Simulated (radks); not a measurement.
These are the eigenvalues of the occupied orbitals of an atom or ion with whole-number occupations (eV). Calculated with a radial shooting solver on a logarithmic mesh with Libxc functionals: scalar-relativistic Kohn-Sham, SCAN, spin-polarised, spherical densities, finite nucleus; meta-GGA in the generalised Kohn-Sham scheme; Fermi nuclear charge, rms radius of each element as measured or else 0.836 A^(1/3) + 0.57 fm.

1s up: -61384.69
1s down: -61384.60
2s up: -10486.75
2s down: -10486.64
2p up: -9247.412
2p down: -9247.281
3s up: -2433.733
3s down: -2432.505
3p up: -2057.648
3p down: -2056.350
3d up: -1599.281
3d down: -1598.192
4s up: -544.7449
4s down: -542.1150
4p up: -420.3841
4p down: -417.8283
4d up: -256.2178
4d down: -253.6649
5s up: -122.4045
5s down: -120.1895
5p up: -91.1497
5p down: -88.9760
4f up: -76.1180
4f down: -73.5623

Which element is it, and in what charge state? The configuration may be excited. Open shells, if any, are filled with parallel spins first.

Answer. Z = 70, ytterbium, charge +5: Yb5+ in [Kr] 4d10 4f12 5s2 5p5. The list shows which subshells hold electrons but not how many an open one holds; the 1s level, -2255.8 hartree, gives Z - s = 67.2 by -(Z - s)^2/2, which with screening and relativity narrows Z to a few neighbours, and the depths of the outer levels then fix element, charge and occupations together.
